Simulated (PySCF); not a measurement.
Spin-rotation constants: SMILES C=CS[SiH2]COC, C₄H₁₀OSSi

Geometry:
```json
{"atom": "C1", "x (Å)": "-3.222", "y (Å)": "0.745", "z (Å)": "-0.008"}
{"atom": "C2", "x (Å)": "-2.050", "y (Å)": "0.151", "z (Å)": "0.123"}
{"atom": "S3", "x (Å)": "-1.847", "y (Å)": "-1.597", "z (Å)": "-0.054"}
{"atom": "Si4", "x (Å)": "0.196", "y (Å)": "-1.882", "z (Å)": "0.549"}
{"atom": "C5", "x (Å)": "1.380", "y (Å)": "-0.764", "z (Å)": "-0.447"}
{"atom": "O6", "x (Å)": "1.163", "y (Å)": "0.552", "z (Å)": "0.027"}
{"atom": "C7", "x (Å)": "1.983", "y (Å)": "1.510", "z (Å)": "-0.588"}
{"atom": "H8", "x (Å)": "-4.117", "y (Å)": "0.187", "z (Å)": "-0.220"}
{"atom": "H9", "x (Å)": "-3.319", "y (Å)": "1.812", "z (Å)": "0.095"}
{"atom": "H10", "x (Å)": "-1.140", "y (Å)": "0.690", "z (Å)": "0.331"}
{"atom": "H11", "x (Å)": "0.329", "y (Å)": "-1.548", "z (Å)": "1.962"}
{"atom": "H12", "x (Å)": "0.430", "y (Å)": "-3.284", "z (Å)": "0.233"}
{"atom": "H13", "x (Å)": "1.198", "y (Å)": "-0.812", "z (Å)": "-1.531"}
{"atom": "H14", "x (Å)": "2.428", "y (Å)": "-1.055", "z (Å)": "-0.286"}
{"atom": "H15", "x (Å)": "1.719", "y (Å)": "2.475", "z (Å)": "-0.159"}
{"atom": "H16", "x (Å)": "1.817", "y (Å)": "1.533", "z (Å)": "-1.673"}
{"atom": "H17", "x (Å)": "3.043", "y (Å)": "1.300", "z (Å)": "-0.398"}
```

Method used: GIAO B3LYP/pcSseg-1 magnetisability, rotational g tensor and spin-rotation constants, non-relativistic, gas phase (PySCF). Geometry: GFN2-xTB.

Problem. Give the nuclear spin-rotation constants along the inertial axes (H = +C I·J) beside the isotropic shieldings.

Solution. Rotational constants 2.2545, 1.1484, 0.8030 GHz. A star marks the isotopologue with that one atom substituted, in its own axes.
```
atom  isotope  Caa (kHz)  Cbb (kHz)  Ccc (kHz)  mean (kHz)  σ (ppm)
  H8       1H      0.142     -0.105     -0.079      -0.014     26.5
  H9       1H     -0.216      0.081     -0.080      -0.072     26.4
 H10       1H      0.139     -0.089     -0.067      -0.006     24.9
 H11       1H     -0.215     -0.100      0.042      -0.091     26.9
 H12       1H     -0.209      0.032     -0.062      -0.080     27.4
 H13       1H     -0.235     -0.126      0.041      -0.107     28.3
 H14       1H      0.052     -0.078     -0.097      -0.041     28.4
 H15       1H     -0.243      0.012     -0.045      -0.092     27.8
 H16       1H     -0.256     -0.110      0.036      -0.110     28.5
 H17       1H      0.023     -0.072     -0.090      -0.046     28.5
  C1     13C*      0.763      0.439      0.148       0.450     62.2
  C2     13C*      0.884      0.485      0.155       0.508     41.3
  S3     33S*      0.712      0.160      0.206       0.359    542.0
 Si4    29Si*     -1.315     -0.735     -0.486      -0.845    368.2
  C5     13C*      0.590      0.213      0.198       0.334    109.3
  O6     17O*     -0.144     -0.084     -0.043      -0.090    319.2
  C7     13C*      0.433      0.248      0.202       0.294    115.5
```
For the geometry as given, no vibrational averaging.

Problem. How do the rotational constants and the g tensor change when H8, H9, H10, H11, H12, H13, H14, H15, H16, H17 are replaced by deuterium?

Solution. Constants 1.8963, 1.0020, 0.7013 GHz; g -0.0233, -0.0094, -0.0061, against -0.0277, -0.0106, -0.0069 before.
